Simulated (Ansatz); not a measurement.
System: C2HBCl2 (charge 0, singlet). SMILES: ClB(Cl)C#C
Geometry from a B3LYP-D3(BJ)/def2-TZVP (Ansatz, a quantum-chemistry and plane-wave program) optimisation:
```xyz
6

C      2.6767    -0.4806    -0.2009
C      1.4936    -0.2681    -0.1121
B      0.0176    -0.0032    -0.0013
Cl    -0.6291     1.5711    -0.4144
Cl    -1.0668    -1.2666     0.5418
H      3.7210    -0.6680    -0.2793
```
Charge 0, spin multiplicity 1.

Property: vertical ionisation energy (to the doublet state of charge +1; each state is the SCF solution reached for its spin), in eV. Cores are frozen in the correlated levels unless marked. Open shells are spin-unrestricted. Spin-orbit coupling is left out. No relativistic terms. CBS marks a two-point X^-3 extrapolation of the correlation energy; Hartree-Fock from the larger set. [CCSD(T)-MP2]/basis is that difference in the basis named.

```csv
level,program,vertical ionisation energy (eV)
B3LYP/def2-TZVPD,Ansatz,10.64
BHLYP/def2-TZVPD,Ansatz,[?]
wB97X-V/def2-TZVPD,Ansatz,[?]
CCSD/aug-cc-pV(D+d)Z,Ansatz,11.02
CCSD/aug-cc-pV(T+d)Z,Ansatz,11.12
"RI-MP2/CBS(aug-cc-pV(T+d)Z,aug-cc-pV(Q+d)Z)+[CCSD(T)-MP2]/aug-cc-pV(T+d)Z",Ansatz,[?]
```

Fill in the missing entries.


- BHLYP/def2-TZVPD, vertical ionisation energy (eV): 10.83
- wB97X-V/def2-TZVPD, vertical ionisation energy (eV): 11.06
- RI-MP2/CBS(aug-cc-pV(T+d)Z,aug-cc-pV(Q+d)Z)+[CCSD(T)-MP2]/aug-cc-pV(T+d)Z, vertical ionisation energy (eV): 11.31
